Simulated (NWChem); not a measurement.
Molecule: CH₃BF₂S; SMILES CSB(F)F

```xyz
8

B      0.0399    -0.8319     0.0000
F     -0.6753    -1.9559     0.0000
F      1.3720    -0.9296     0.0000
S     -0.8061     0.7616     0.0000
C      0.6231     1.9113     0.0000
H      1.2430     1.7713     0.9045
H      0.2031     2.9338     0.0000
H      1.2430     1.7713    -0.9045
```
Atoms are numbered in this order, from 1.

Results from NWChem. All runs use the structure optimised with PBE-D3(BJ)/def2-SVP. Vertical excitations in the gas phase; the lowest state need not have the same character in each row.

Question: Order these by “lowest excitation, singlet (eV)”, lowest first: PBE/def2-SVP, full TDDFT; LRC-wPBEh/def2-SVP, full TDDFT; B3LYP/def2-SVP, full TDDFT.

Answer: PBE/def2-SVP, full TDDFT (6.38), B3LYP/def2-SVP, full TDDFT (6.59), LRC-wPBEh/def2-SVP, full TDDFT (6.79)
